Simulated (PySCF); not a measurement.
Zn(Et)(OH) cation (C2H6OZn), SMILES C[CH2][Zn][OH] (connectivity only; charge and spin as stated), charge +1, multiplicity 2. Atoms are numbered in the order given.

```xyz
10

Zn     0.4149     0.2538     0.2245
C     -0.2071    -1.0724    -1.2012
C     -1.6746    -1.0397    -1.4112
H      0.2209    -2.0110    -0.7907
H      0.4240    -0.6106    -1.9986
H     -2.0711    -0.0640    -1.7563
H     -2.2619    -1.4358    -0.5572
H     -1.9022    -1.7567    -2.2535
O      0.4448     1.2573     1.7218
H      0.8741     0.8793     2.5209
```
Charge +1, spin multiplicity 2.

The structure is a stationary point at PBE-D3(BJ)/def2-SVP. The multiplicity is an assumed one; no other spin state was optimised. The isomer is the one that the SMILES or the coordinates give; other isomers of the formula were not compared. The values are those of a single conformer.

Method: PySCF with PBE-D3(BJ)/def2-SVP.

Frequencies are harmonic and unscaled.

Computed normal modes with their intensities:
```json
[
 {"mode": "1", "ν (cm⁻¹)": "33", "IR (km/mol)": "16.1", "moving atoms (share of kinetic energy)": "H 39 %, O 23 %, Zn 20 %, C 18 %"},
 {"mode": "2", "ν (cm⁻¹)": "75", "IR (km/mol)": "6.2", "moving atoms (share of kinetic energy)": "O 47 %, Zn 20 %, C 19 %, H 13 %"},
 {"mode": "3", "ν (cm⁻¹)": "142", "IR (km/mol)": "25.5", "moving atoms (share of kinetic energy)": "H 57 %, C 26 %, Zn 12 %"},
 {"mode": "4", "ν (cm⁻¹)": "208", "IR (km/mol)": "39.3", "moving atoms (share of kinetic energy)": "H 60 %, C 24 %, Zn 11 %"},
 {"mode": "5", "ν (cm⁻¹)": "226", "IR (km/mol)": "26.0", "moving atoms (share of kinetic energy)": "H 73 %, C 14 %"},
 {"mode": "6", "ν (cm⁻¹)": "372", "IR (km/mol)": "18.0", "moving atoms (share of kinetic energy)": "C 65 %, H 20 %, Zn 10 %"},
 {"mode": "7", "ν (cm⁻¹)": "527", "IR (km/mol)": "6.9", "moving atoms (share of kinetic energy)": "H 81 %, C 13 %"},
 {"mode": "8", "ν (cm⁻¹)": "587", "IR (km/mol)": "54.1", "moving atoms (share of kinetic energy)": "O 69 %, Zn 20 %, H 9 %"},
 {"mode": "9", "ν (cm⁻¹)": "691", "IR (km/mol)": "244.0", "moving atoms (share of kinetic energy)": "H 90 %, O 9 %"},
 {"mode": "10", "ν (cm⁻¹)": "789", "IR (km/mol)": "43.3", "moving atoms (share of kinetic energy)": "H 89 %, C 11 %"},
 {"mode": "11", "ν (cm⁻¹)": "800", "IR (km/mol)": "12.8", "moving atoms (share of kinetic energy)": "H 95 %"},
 {"mode": "12", "ν (cm⁻¹)": "1020", "IR (km/mol)": "156.1", "moving atoms (share of kinetic energy)": "H 74 %, C 25 %"},
 {"mode": "13", "ν (cm⁻¹)": "1069", "IR (km/mol)": "100.7", "moving atoms (share of kinetic energy)": "C 71 %, H 29 %"},
 {"mode": "14", "ν (cm⁻¹)": "1159", "IR (km/mol)": "7.0", "moving atoms (share of kinetic energy)": "H 71 %, C 29 %"},
 {"mode": "15", "ν (cm⁻¹)": "1244", "IR (km/mol)": "168.6", "moving atoms (share of kinetic energy)": "H 89 %, C 11 %"},
 {"mode": "16", "ν (cm⁻¹)": "1300", "IR (km/mol)": "27.6", "moving atoms (share of kinetic energy)": "H 97 %"},
 {"mode": "17", "ν (cm⁻¹)": "1371", "IR (km/mol)": "14.3", "moving atoms (share of kinetic energy)": "H 88 %, C 12 %"},
 {"mode": "18", "ν (cm⁻¹)": "1405", "IR (km/mol)": "5.0", "moving atoms (share of kinetic energy)": "H 79 %, C 21 %"},
 {"mode": "19", "ν (cm⁻¹)": "2819", "IR (km/mol)": "300.4", "moving atoms (share of kinetic energy)": "H 94 %"},
 {"mode": "20", "ν (cm⁻¹)": "2945", "IR (km/mol)": "49.4", "moving atoms (share of kinetic energy)": "H 95 %"},
 {"mode": "21", "ν (cm⁻¹)": "3004", "IR (km/mol)": "2.2", "moving atoms (share of kinetic energy)": "H 94 %"},
 {"mode": "22", "ν (cm⁻¹)": "3057", "IR (km/mol)": "5.4", "moving atoms (share of kinetic energy)": "H 90 %, C 10 %"},
 {"mode": "23", "ν (cm⁻¹)": "3086", "IR (km/mol)": "8.7", "moving atoms (share of kinetic energy)": "H 90 %, C 10 %"},
 {"mode": "24", "ν (cm⁻¹)": "3656", "IR (km/mol)": "377.2", "moving atoms (share of kinetic energy)": "H 94 %"}
]
```
